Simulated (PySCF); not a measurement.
C2H4F, SMILES C[CH]F, multiplicity 2.

Coordinates come from a B3LYP-D3(BJ)/def2-TZVP optimisation. The isomer is the one that the SMILES or the coordinates give; other isomers of the formula were not compared.

Level of theory: TDA-B3LYP/def2-SVPD (PySCF).

Vertical excitations. Isolated molecule, no solvent.

Problem. Estimate the UV-visible absorptions. (Estimate from the structure and the level; the computed values follow.)

Solution. 
| state | energy (eV) | λ (nm) | f | main pairs |
|---|---|---|---|---|
| root 1 | 5.16 | 241 | 0.002 | α HOMO→LUMO 95 % |
| root 2 | 5.83 | 213 | 0.015 | α HOMO→LUMO+1 93 % |
| root 3 | 6.36 | 195 | 0.001 | α HOMO→LUMO+2 57 %, β HOMO→LUMO 37 % |
| root 4 | 6.41 | 193 | 0.001 | α HOMO→LUMO+2 34 %, β HOMO→LUMO 61 % |
| root 5 | 7.12 | 174 | 0.042 | α HOMO→LUMO+3 75 %, α HOMO→LUMO+4 20 % |
| root 6 | 7.16 | 173 | 0.005 | α HOMO→LUMO+4 72 %, α HOMO→LUMO+3 23 % |
| root 7 | 7.88 | 157 | 0.002 | α HOMO→LUMO+5 94 % |
| root 8 | 7.99 | 155 | 0.004 | α HOMO→LUMO+6 7 %, β HOMO−1→LUMO 79 % |
| root 9 | 8.09 | 153 | 0.030 | α HOMO→LUMO+6 35 %, α HOMO→LUMO+7 12 %, β HOMO−2→LUMO 45 % |
| root 10 | 8.24 | 150 | 0.015 | α HOMO→LUMO+6 48 %, α HOMO→LUMO+7 30 %, β HOMO−1→LUMO 12 %, β HOMO−2→LUMO 8 % |
Unrestricted roots are not spin-pure.
